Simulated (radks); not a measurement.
Valence configurations of the palladium ion Pd3+ (all share [Kr]). Method: scalar-relativistic Kohn-Sham, SCAN, spin-unpolarised, spherical densities, finite nucleus; meta-GGA in the generalised Kohn-Sham scheme; Fermi nuclear charge, rms radius 4.5318 fm; computed with a radial shooting solver on a logarithmic mesh with Libxc functionals. Energies are relative to 4d7; eigenvalues in eV.

\begin{tabular}{lrrrr}
valence & E (eV) & e(4d) & e(5p) & e(5s) \\ \hline
4d7 & 0.000 & -41.759 & - & - \\
4d6 5s1 & 12.958 & -46.148 & - & -32.295 \\
4d6.5 5p0.5 & 10.076 & -44.515 & -23.738 & - \\
4d5 5p2 & 44.651 & -52.659 & -27.305 & - \\
4d6 5p1 & 20.837 & -47.247 & -24.974 & - \\
4d6.5 5s0.5 & 6.259 & -43.955 & - & -31.015 \\
4d5.5 5s1.5 & 20.092 & -48.341 & - & -33.616 \\
\end{tabular}

NIST lists [Kr] 4d7 as the ground configuration; this level of theory agrees among the configurations tried. The energies are those of spherical spin-averaged densities, not of single terms. No valid solution was reached for [Kr] 4d5 5s2.
